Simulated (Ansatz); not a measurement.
Consider the substitution at a C–Al bond: `[CH3][AlH][NH][SiH2]Cl` + `N=CO` → `COC=N` + `[AlH2][NH][SiH2]Cl`.

Calculated with Ansatz (gas phase, PBE0-D4/def2-TZVP geometries, no zero-point term in ΔE). CCSD(T)/CBS adds triple-zeta CCSD(T) − MP2 to the extrapolated MP2 energy (def2 sets, frozen cores). This one scheme is used for every species. Functionals use def2-TZVPP. Each species was taken in one conformer, which may not be the lowest.

```json
{"level": "B2PLYP", "ΔE (kcal/mol)": "20.6"}
{"level": "PBE", "ΔE (kcal/mol)": "21.6"}
{"level": "r2SCAN", "ΔE (kcal/mol)": "21.7"}
{"level": "HF/def2-TZVPP", "ΔE (kcal/mol)": "17.8"}
{"level": "MP2/def2-TZVPP", "ΔE (kcal/mol)": "21.8"}
{"level": "CCSD/def2-TZVPP", "ΔE (kcal/mol)": "20.5"}
{"level": "CCSD(T)/def2-TZVPP", "ΔE (kcal/mol)": "20.6"}
{"level": "HF/def2-QZVPP", "ΔE (kcal/mol)": "17.8"}
```

(1) What does CCSD(T)/CBS give? (Estimate.)

Largest T1 diagnostic among the species: 0.014.

## Answers

(1) Computed: +21.3 kcal/mol. The listed levels differ from it by -0.7, 0.3, 0.4, -3.5, 0.5, -0.8, -0.7, -3.5 kcal/mol.

In def2-TZVPP, CCSD(T) changes the Hartree–Fock value by +2.7 kcal/mol (the triples alone add +0.1 kcal/mol) and MP2 by +3.9 kcal/mol.
